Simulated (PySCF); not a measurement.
# Shifts of the heteroatoms

Atom-mapped SMILES (the numbers label the heavy atoms): `[CH3:1][C@@H:2]([Cl:3])/[CH:4]=[CH:5]\[O:6][SiH3:7]`; H(Xn) means a hydrogen on atom n.

- geometry from GFN2-xTB
- shieldings: GIAO PBE0/pcSseg-1
- program: PySCF
- one conformer, no solvent model, non-relativistic Hamiltonian, one averaged value for each set of equivalent atoms

Problem. Predict the 29Si NMR data.

Solution. 
| atoms | environment | σ (ppm) | δ (ppm) |
| --- | --- | --- | --- |
| Si7 | silicon bonded to O, 3 H | 383.9 | -35.6 |

Shieldings were converted by a linear fit to measured shifts: 29Si: δ = 279.94 − 0.822σ (rms 8.9 ppm, 72 shifts, 25.8 ppm with the 6 outliers that the fit left out vs TMS, solution or neat liquid). Occasional misses reach two or three times the rms, and more in compound classes unlike the fitted ones.

On a 300 MHz spectrometer 29Si resonates near 59.6 MHz, so 1 ppm is 59.6 Hz.

Problem. What are the 17O shifts?

Solution. 
| atoms | environment | σ (ppm) | δ (ppm) |
| --- | --- | --- | --- |
| O6 | oxygen bonded to C, Si | 248.1 | 40.7 |

Shieldings were converted by a linear fit to measured shifts: 17O: δ = 266.70 − 0.911σ (rms 10.7 ppm, 155 shifts, 12.2 ppm with the 3 outliers that the fit left out vs liquid water, solution or neat liquid). Occasional misses reach two or three times the rms, and more in compound classes unlike the fitted ones.

On a 400 MHz spectrometer 17O resonates near 54.2 MHz, so 1 ppm is 54.2 Hz.
